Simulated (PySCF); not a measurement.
C₃H₄ClFSi, SMILES FC=C=C([SiH3])Cl.

The structure is a stationary point at B3LYP-D3(BJ)/def2-SVP. The structure was generated by enumeration, and PubChem lists no compound with its InChIKey, so it may never have been made.

Calculation: B3LYP/def2-TZVP (PySCF).

The molecule is in vacuum.

Computed frontier levels, gap, dipole moment and polarisability:
```yaml
highest_occupied_level: -7.61 eV
lowest_empty_level: -1.52 eV
orbital_gap: 6.09 eV
dipole_moment: 1.61 D
quadrupole, principal values (traceless, Buckingham form, about the centre of nuclear charge): -6.42, 0.10, 6.32 D·Å
mean_static_polarisability: 80.5 bohr³ (11.93 Å³)
polarisability_principal_values: 54.5, 72.7, 114.2 bohr³
```
